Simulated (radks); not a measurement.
Computed order of ionisation of calcium. At each step one electron was removed from each of the four highest sub-shells of the ion before, moves of one valence electron (up to charge 6) and the configuration listed by NIST were tried, and the lowest configuration was kept. All-electron calculation, scalar-relativistic Kohn-Sham, PBEsol, spin-polarised, spherical densities, finite nucleus; Fermi nuclear charge, rms radius of each element as measured or else 0.836 A^(1/3) + 0.57 fm. Program: a radial shooting solver on a logarithmic mesh with Libxc functionals. Open shells are filled with parallel spins first.

species  lowest configuration found  NIST configuration  margin to the next tried (eV)  IE (eV)  NIST IE (eV)       kind
Ca                         [Ar] 4s2                same                          1.760    6.044         6.113       exp.
Ca+                        [Ar] 4s1                same                          1.404   11.943        11.872       exp.
Ca2+                           [Ar]                same                         29.919   50.843        50.913       exp.
Ca3+                   [Ne] 3s2 3p5                same                         19.572   67.136        67.273  semi-emp.
Ca4+                   [Ne] 3s2 3p4                same                         19.986   84.017          84.3  semi-emp.
Ca5+                   [Ne] 3s2 3p3                same                         20.343   107.80         108.8  semi-emp.
Ca6+                   [Ne] 3s2 3p2                same                         13.694   127.40         127.2  semi-emp.
Ca7+                   [Ne] 3s2 3p1                same                         15.446   147.33         147.2       exp.
Ca8+                       [Ne] 3s2                same                         17.760   188.15         188.5  semi-emp.
Ca9+                       [Ne] 3s1                same                         340.80   211.94        211.28  semi-emp.
Ca10+                          [Ne]                same                         347.64   592.22         591.6  semi-emp.
Ca11+                  [He] 2s2 2p5                same                         73.767   658.49           658  semi-emp.
Ca12+                  [He] 2s2 2p4                same                         69.783   725.36           729  semi-emp.
Ca13+                  [He] 2s2 2p3                same                         65.528   820.19           817  semi-emp.

Reference values: NIST Atomic Spectra Database (exp. = measured, semi-emp. = semi-empirical, theory = theoretical value adopted there). Open shells are spherical and high-spin; term and fine-structure splittings are not resolved.
